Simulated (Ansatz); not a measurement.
Basis sets compared for [NbO2Cl2]- (NbCl2O2⁻). The state is a singlet with charge -1. Geometry PBE0-D4/def2-SVPD. Ansatz on 4 threads of Arm Neoverse V1 on a shared host; times are rough, and most runs start from earlier orbitals.

```tsv
atom	x (Å)	y (Å)	z (Å)
Nb1	0.053	0.066	0.107
O2	-0.568	1.495	0.849
O3	1.474	-0.378	0.981
Cl4	0.615	0.517	-2.188
Cl5	-1.574	-1.700	0.251
```

In the def2 sets Nb takes a core potential; there is no spin–orbit coupling.

```
            level  functions  energy (Eh)  HOMO (eV)  LUMO (eV)  wall time
 PBE-D4/def2-SVPD        134   -1127.3215      -2.26       1.85      1.5 s
PBE0-D4/def2-SVPD        134   -1127.3317      -3.82       2.61      1.8 s
```

(1) Estimate the rows for PBE-D4/def2-TZVPD, PBE0-D4/def2-TZVPD (with forces).

Answers

(1) 
```
                           level  functions  energy (Eh)  HOMO (eV)  LUMO (eV)  wall time
               PBE-D4/def2-TZVPD        212   -1127.8101      -2.16       1.93      2.4 s
PBE0-D4/def2-TZVPD (with forces)        212   -1127.8186      -3.70       2.70      4.9 s
```
